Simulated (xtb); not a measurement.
Job for xtb: GFN2-xTB on H2O2Pb (SMILES [OH][Pb][OH]), a point of a torsion scan.

```
$ xtb mol.xyz --gfn 2 --opt vtight --chrg 0 --uhf 0 --input xcontrol
5

O      1.53560085     0.65196931    -0.46354901
Pb    -0.25898752    -0.82194824    -0.71600144
O      0.14851896    -2.26287281     0.61836803
H      2.22270892    -0.01355656    -0.18844990
H     -0.02640243    -2.08131336     1.56969803
$constrain
  force constant=1.0
  dihedral: 4,1,2,3,30.0
$end
```

The log:

```
[...]
           -------------------------------------------------
          |                Calculation Setup                |
           -------------------------------------------------



           -------------------------------------------------
          |                 G F N 2 - x T B                 |
           -------------------------------------------------

        Reference                      10.1021/acs.jctc.8b01176
      * Hamiltonian:
        H0-scaling (s, p, d)           1.850000    2.230000    2.230000
        zeta-weighting                 0.500000
      * Dispersion:
        s8                             2.700000
        a1                             0.520000
        a2                             5.000000
        s9                             5.000000
      * Repulsion:
        kExp                           1.500000    1.000000
        rExp                           1.000000
      * Coulomb:
        alpha                          2.000000
        third order                    shell-resolved
        anisotropic                    true
        a3                             3.000000
        a5                             4.000000
        cn-shift                       1.200000
        cn-exp                         4.000000
        max-rad                        5.000000


          ...................................................
          :                      SETUP                      :
          :.................................................:
          :  # basis functions                  14          :
          :  # atomic orbitals                  14          :
          :  # shells                            8          :
          :  # electrons                        18          :
          :  max. iterations                   250          :
          :  Hamiltonian                  GFN2-xTB          :
          :  restarted?                      false          :
          :  GBSA solvation                  false          :
          :  PC potential                    false          :
          :  electronic temp.          300.0000000     K    :
          :  accuracy                    1.0000000          :
          :  -> integral cutoff          0.2500000E+02      :
          :  -> integral neglect         0.1000000E-07      :
          :  -> SCF convergence          0.1000000E-05 Eh   :
          :  -> wf. convergence          0.1000000E-03 e    :
          :  Broyden damping             0.4000000          :
          :  net charge                          0          :
          :  unpaired electrons                  0          :
          ...................................................

 iter      E             dE          RMSdq      gap      omega  full diag
   1    -11.4016201 -0.114016E+02  0.852E+00    4.88       0.0  T
   2    -11.4550498 -0.534297E-01  0.549E+00    2.70       1.0  T
   3    -11.4553309 -0.281087E-03  0.313E+00    2.85       1.0  T
   4    -11.4552536  0.772851E-04  0.441E-01    2.71       1.0  T
   5    -11.4554412 -0.187633E-03  0.126E-01    2.83       1.0  T
   6    -11.4554507 -0.943819E-05  0.352E-02    2.80       1.3  T
   7    -11.4554507 -0.612864E-07  0.214E-02    2.81       2.1  T
   8    -11.4554510 -0.273657E-06  0.299E-03    2.80      15.0  T
   9    -11.4554510 -0.118863E-07  0.771E-04    2.81      58.0  T
  10    -11.4554510 -0.314360E-09  0.493E-04    2.81      90.7  T

   *** convergence criteria satisfied after 10 iterations ***

         #    Occupation            Energy/Eh            Energy/eV
      -------------------------------------------------------------
         1        2.0000           -0.8661792             -23.5699
       ...           ...                  ...                  ...
         3        2.0000           -0.6028400             -16.4041
         4        2.0000           -0.5146207             -14.0035
         5        2.0000           -0.4761139             -12.9557
         6        2.0000           -0.4293211             -11.6824
         7        2.0000           -0.4217463             -11.4763
         8        2.0000           -0.3901109             -10.6155
         9        2.0000           -0.3807002             -10.3594 (HOMO)
        10                         -0.2776128              -7.5542 (LUMO)
        11                         -0.1671959              -4.5496
        12                         -0.1016576              -2.7662
        13                          0.1701722               4.6306
        14                          0.1755769               4.7777
      -------------------------------------------------------------
                  HL-Gap            0.1030873 Eh            2.8051 eV
             Fermi-level           -0.3291565 Eh           -8.9568 eV

 SCC (total)                   0 d,  0 h,  0 min,  0.003 sec
 SCC setup                      ...        0 min,  0.000 sec (  2.719%)
 Dispersion                     ...        0 min,  0.000 sec (  2.150%)
 classica
[...]
            dE          RMSdq      gap      omega  full diag
   1    -11.4899059 -0.114899E+02  0.144E-05    3.77       0.0  T
   2    -11.4899059 -0.213163E-13  0.819E-06    3.77    5460.5  T
   3    -11.4899059  0.888178E-14  0.207E-06    3.77   21596.2  T

   *** convergence criteria satisfied after 3 iterations ***

         #    Occupation            Energy/Eh            Energy/eV
      -------------------------------------------------------------
         1        2.0000           -0.8541732             -23.2432
       ...           ...                  ...                  ...
         3        2.0000           -0.6216278             -16.9154
         4        2.0000           -0.5099105             -13.8754
         5        2.0000           -0.4811843             -13.0937
         6        2.0000           -0.4146463             -11.2831
         7        2.0000           -0.4114853             -11.1971
         8        2.0000           -0.3982547             -10.8371
         9        2.0000           -0.3934324             -10.7058 (HOMO)
        10                         -0.2548866              -6.9358 (LUMO)
        11                         -0.1330080              -3.6193
        12                         -0.0984311              -2.6784
        13                          0.2309166               6.2836
        14                          0.2589219               7.0456
      -------------------------------------------------------------
                  HL-Gap            0.1385458 Eh            3.7700 eV
             Fermi-level           -0.3241595 Eh           -8.8208 eV

 SCC (total)                   0 d,  0 h,  0 min,  0.001 sec
 SCC setup                      ...        0 min,  0.000 sec (  4.375%)
 Dispersion                     ...        0 min,  0.000 sec (  0.835%)
 classical contributions        ...        0 min,  0.000 sec (  0.371%)
 integral evaluation            ...        0 min,  0.000 sec ( 27.198%)
 iterations                     ...        0 min,  0.000 sec ( 21.221%)
 molecular gradient             ...        0 min,  0.000 sec ( 41.036%)
 printout                       ...        0 min,  0.000 sec (  4.366%)

         :::::::::::::::::::::::::::::::::::::::::::::::::::::
         ::                     SUMMARY                     ::
         :::::::::::::::::::::::::::::::::::::::::::::::::::::
         :: total energy             -11.452875492702 Eh    ::
         :: gradient norm              0.000154805252 Eh/a0 ::
         :: HOMO-LUMO gap              3.770023053461 eV    ::
         ::.................................................::
         :: SCC energy               -11.489905682219 Eh    ::
         :: -> isotropic ES            0.119143503013 Eh    ::
         :: -> anisotropic ES         -0.000386318233 Eh    ::
         :: -> anisotropic XC         -0.000766691738 Eh    ::
         :: -> dispersion             -0.001908152590 Eh    ::
         :: repulsion energy           0.037015626657 Eh    ::
         :: add. restraining           0.000014562861 Eh    ::
         :: total charge               0.000000000000 e     ::
         :::::::::::::::::::::::::::::::::::::::::::::::::::::

           -------------------------------------------------
          |                Property Printout                |
           -------------------------------------------------

    * Orbital Energies and Occupations

         #    Occupation            Energy/Eh            Energy/eV
      -------------------------------------------------------------
         1        2.0000           -0.8541732             -23.2432
         2        2.0000           -0.6255589             -17.0223
         3        2.0000           -0.6216278             -16.9154
         4        2.0000           -0.5099105             -13.8754
         5        2.0000           -0.4811843             -13.0937
         6        2.0000           -0.4146463             -11.2831
         7        2.0000           -0.4114853             -11.1971
         8        2.0000           -0.3982547             -10.8371
         9        2.0000           -0.3934324             -10.7058 (HOMO)
        10                         -0.2548866              -6.9358 (LUMO)
        11                         -0.1330080              -3.6193
        12                         -0.0984311              -2.6784
        13                          0.2309166               6.2836
        14                          0.2589219               7.0456
      -------------------------------------------------------------
                  HL-Gap            0.1385458 Eh            3.7700 eV
             Fermi-level           -0.3241595 Eh           -8.8208 eV

     #   Z          covCN         q      C6AA      α(0)
     1   8 O        1.612    -0.674    27.014     7.015
     2  82 Pb       1.611     0.792   424.794    43.175
     3   8 O        1.610    -0.668    26.868     6.996
     4   1 H        0.807     0.274     0.803     1.408
     5   1 H        0.807     0.275     0.802     1.406

 Mol. C6AA /au·bohr⁶  :       1044.369966
 Mol. C8AA /au·bohr⁸  :      95800.482944
 Mol. α(0) /au        :         59.999615


Wiberg/Mayer (AO) data.
largest (>0.10) Wiberg bond orders for each atom

 ---------------------------------------------------------------------------
     #   Z sym  total        # sym  WBO       # sym  WBO       # sym  WBO
 ---------------------------------------------------------------------------
     1   8 O    1.910 --     2 Pb   0.934     4 H    0.906
     2  82 Pb   1.909 --     3 O    0.947     1 O    0.934
     3   8 O    1.926 --     2 Pb   0.947     5 H    0.910
     4   1 H    0.925 --     1 O    0.906
     5   1 H    0.925 --     3 O    0.910
 ---------------------------------------------------------------------------

Topologies differ in total number of bonds
Writing topology from bond orders to xtbtopo.mol

molecular dipole:
                 x           y           z       tot (Debye)
 q only:       -0.431      -0.104      -0.912
   full:       -0.290      -0.137      -0.851       2.311
Note: The following floating-point exceptions are signalling: IEEE_DENORMAL
normal termination of xtb
molecular quadrupole (traceless):
                xx          xy          yy          xz          yz          zz
 q only:        0.656      -3.337      -5.715       4.641       5.331       5.059
  q+dip:        1.272      -4.405      -6.976       5.648       5.629       5.704
   full:        1.313      -4.837      -6.678       5.327       5.957       5.365

           -------------------------------------------------
          |                Geometry Summary                 |
           -------------------------------------------------

      molecular mass/u    :      241.2315994
   center of mass at/Å    :       -0.0310829      -0.9057314      -0.7889020
  moments of inertia/u·Å² :        0.5516955E+02   0.9358373E+02   0.1485432E+03
rotational constants/cm⁻¹ :        0.3055605E+00   0.1801342E+00   0.1134864E+00

 * 2 selected distances

     #   Z          #   Z                                           value/Å
     1   8 O        4   1 H                                       0.9518222 (min)
     3   8 O        5   1 H                                       0.9522568 (max)

 * 1 distinct bonds (by element types)

   Z      Z             #   av. dist./Å        max./Å        min./Å
   1 H    8 O           2     0.9520395     0.9522568     0.9518222


optimized geometry written to: xtbopt.xyz


           -------------------------------------------------
          | TOTAL ENERGY              -11.452875492702 Eh   |
          | GRADIENT NORM               0.000154805252 Eh/α |
          | HOMO-LUMO GAP               3.770023053461 eV   |
           -------------------------------------------------

------------------------------------------------------------------------
------------------------------------------------------------------------
 total:
 SCF:
 ANC optimizer:
```

The run finished.

Warnings raised: the energy holds the restraint's term.

Cost: roughly 0.05 core-seconds.
